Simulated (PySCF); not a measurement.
Computed vibrations of Cs2F2

Cs2F2 (singlet). PySCF 2.14.0, RKS PBE0, Cs def2-SVP with ECP46, F def2-SVP; non-relativistic Hamiltonian with scalar-relativistic core potentials where named; density fitting; no spin-orbit coupling. Central differences of gradients.

```xyz
4

Cs    0.0000    0.0000    2.0347
Cs    0.0000    0.0000   -2.0347
F     1.6273    0.0000    0.0000
F    -1.6273    0.0000    0.0000
```

Run from Python with OMP_NUM_THREADS=2. Where DIIS fails, smearing, a level shift and second-order steps follow.
It took 19 s on 2 threads of Intel(R) Xeon(R) Platinum 8488C (Sapphire Rapids), on a shared host.

Question: What are the harmonic wavenumbers and infrared intensities?

Answer: Modes are labelled in D2h; negative numbers are unstable modes, those under 60 cm⁻¹ near the noise; a finer grid moves soft modes by up to 10 cm⁻¹.
```json
{"cm⁻¹": "79", "km/mol": "43.8", "symmetry": "b3u"}
{"cm⁻¹": "91", "km/mol": "0.0", "symmetry": "ag"}
{"cm⁻¹": "233", "km/mol": "0.0", "symmetry": "b3g"}
{"cm⁻¹": "233", "km/mol": "97.1", "symmetry": "b1u"}
{"cm⁻¹": "255", "km/mol": "0.0", "symmetry": "ag"}
{"cm⁻¹": "288", "km/mol": "190.6", "symmetry": "b2u"}
```

Question: Is this a minimum?

Answer: Yes. Ideal gas at 298.15 K and 1 bar: S = 355.4 J/(mol K), Cp = 79.1 J/(mol K), H − H(0 K) = 19.0 kJ/mol (rigid rotor, harmonic modes, spin degeneracy alone).
